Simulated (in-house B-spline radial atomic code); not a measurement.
# Solving the quasi-particle equation for 4f of Lu IV (Lu3+)

Configuration [Xe] 4f14, start PBE. Computed with an all-electron radial atomic-structure program (B-spline basis): all electrons, scalar-relativistic (spin-free one-electron X2C), finite nucleus, each spin shell either full or empty, empty states to l = 9 with an (l + 1/2)⁻⁴ tail; G0W0 by contour deformation at full frequency.

Without the two-electron picture change, the correlation of inner shells comes somewhat too large for so heavy an element.

At the mean-field level ε = -36.187 eV the matrix elements are Σx = -77.377 eV, v_xc = -62.435 eV and Σc(ε) = 3.9 eV, and the slope of the correlation self-energy is dΣc/dω = -0.1058. The quasi-particle energy solves E = ε + Σx − v_xc + Σc(E).

**Question.** What does the linearised equation give?

**Answer.** Z = 1/(1 − dΣc/dω) = 1/1.1058 = 0.9043. The first-order shift is Σx − v_xc + Σc(ε) = -77.377 − (-62.435) + (3.9) = -11.042 eV, so E ≈ ε + Z × shift = -36.187 + 0.9043 × (-11.042) = -46.172 eV.

**Question.** How does that compare with the full solution and with static screening?

**Answer.** Solving the equation at full frequency dependence gives E = -46.011 eV, where Σc = 5.119 eV and the weight is 0.872; the linearised value is off by 162 meV. Leaving Z out would give -47.229 eV. Static COHSEX puts -2.355 eV in place of Σc and gives -53.484 eV, 7.47 eV deeper.
